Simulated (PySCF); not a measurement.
## MLi for M along the fifth-period p block

PBE with double-zeta basis sets in PySCF, for the lowest determinant that a PBE0 search found; no spin–orbit coupling. De refers to high-spin ground-configuration atoms. A positive dipole means M(−)Li(+).

```csv
M,basis,state (unpaired electrons),Re (Å),ωe (cm⁻¹),De (eV),μ (D)
In,def2-SVP,singlet (closed shell),3.042,253,0.96,1.59
Sn,def2-SVP,"quartet (σ ↑, π ↑↑)",2.590,357,1.49,5.41
Sb,def2-SVP,triplet (π ↑↑),2.631,382,1.57,6.01
Te,def2-SVP,doublet (π ↑),2.488,450,2.59,6.67
I,def2-SVP,singlet (closed shell),2.388,494,3.69,7.00
```

(1) By what factor does the well depth vary along the series?

The state changes along the series, so neighbouring rows are not always alike in their bonding.

Closed-shell solutions of metal pairs were not tested for spin polarisation, which can lower them a little. These are scalar-relativistic numbers at best; spin–orbit coupling would shift them, the dissociation energy most. States were picked by a PBE0 search and need not be the measured ground states.

## Answers

(1) At PBE it runs from 0.96 eV (LiIn) to 3.69 eV (LiI), a factor of 3.84.
